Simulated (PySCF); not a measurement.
# NMR problem set

Level of theory: GFN2-xTB structure, B3LYP/pcJ-1 coupling constants (spin–dipole term left out of most H,H and C,H couplings), GIAO PBE0/pcSseg-1 shieldings, in PySCF (non-relativistic Hamiltonian, a single conformation, no solvent, fast rotation and ring inversion assumed for equivalent nuclei).

δ = σ(ref) − σ, references computed at the same level: 1H (31.72 ppm) and 13C (186.93 ppm) vs TMS. Multiplet labels drop J under 1 Hz and among equivalent protons, and merge close values. Unscaled 3J(H,H) run several per cent high. Where no couplings were computed, multiplicities follow the n + 1 count of equivalent neighbours, and m marks all less simple cases (inequivalent or close neighbours, rings, F or P nearby). One-bond C–F couplings are unscaled and too large by tens of Hz. Acid and N–H amide carbonyl carbons lie up to 10 ppm further downfield in solution (hydrogen bonding). Shifts are as computed. Against solution values, carbons near 30 ppm lie about +3 ppm off and those near 130 ppm about +5 ppm; carbons on Cl a further +6 ppm. Of 1211 compounds with measured shifts, 218 miss one by over three times the rms of a fit or turn the order of signals round; such compounds aren't used in these exercises. Carbons bonded to Cl come out too deshielded. OH and NH positions are gas-phase values without hydrogen bonding to other molecules.

(1) C6H5ClO2. 1H NMR (500 MHz, computed): δ 7.18 (s, 1H), 2.57 (m, 1H), 1.30 (d, 3H). 13C{1H} NMR (computed): δ 205.1 (C), 203.6 (C), 170.0 (C), 150.7 (CH), 49.7 (CH), 15.4 (CH3). Identify the compound.

(2) C3H5FO2. 1H NMR (400 MHz, computed): δ 6.47 (br s, 1H), 5.24 (dq, J = 55.6, 7.5 Hz, 1H), 1.65 (dd, J = 21.6, 7.5 Hz, 3H). 13C{1H} NMR (computed): δ 177.6 (d, J = 20.8 Hz), 90.8 (d, J = 248.3 Hz), 22.3 (d, J = 20.5 Hz). Identify the compound.

Answers

(1) `O=C1[C@H](C)C(=O)C(Cl)=C1`. Rings plus π bonds: 4 (1 ring in the answer). 6 carbon signals for 6 carbons: no two carbons are equivalent. Carbon types of the structure: 3 × C, 2 × CH, 1 × CH3, which accounts for all hydrogens. δC 205.1, 203.6: ketone carbonyl carbon; low-lying n→π* states of the double bond to the heteroatom give a large paramagnetic term (-266 ppm). δC 170.0, 150.7: β carbon of a C=C–C=O unit; conjugation with the carbonyl draws π density from the β position. δC 15.4: methyl carbon; aliphatic region, no heteroatom directly attached. δH 7.18: hydrogen on a β carbon of a C=C–C=O unit; a vinylic proton, deshielded by the sp2 carbon and the C=C anisotropy.

This is the structure that produced the data.

(2) SMILES C[C@H](F)C(=O)O. The formula gives 1 degree of unsaturation (no ring in the answer). 3 carbon signals for 3 carbons: no two carbons are equivalent. Carbon types of the structure: 1 × C, 1 × CH, 1 × CH3, leaving 1 H on heteroatoms. δC 177.6: carboxylic acid carbon; lone-pair donation from the attached heteroatom keeps it upfield of a ketone carbonyl. δC 90.8: sp3 CH bonded to F, α to a carbonyl; the inductive effect lowers its shielding. δC 22.3: methyl carbon; a saturated carbon with 1 carbon neighbour and no heteroatom attached. δH 5.24: hydrogen on an sp3 CH bonded to F, α to a carbonyl; its carbon carries F, which withdraws density. The protons at 1.65 and 5.24 share a coupling of 7.5 Hz (vicinal).

This is the structure that produced the data.
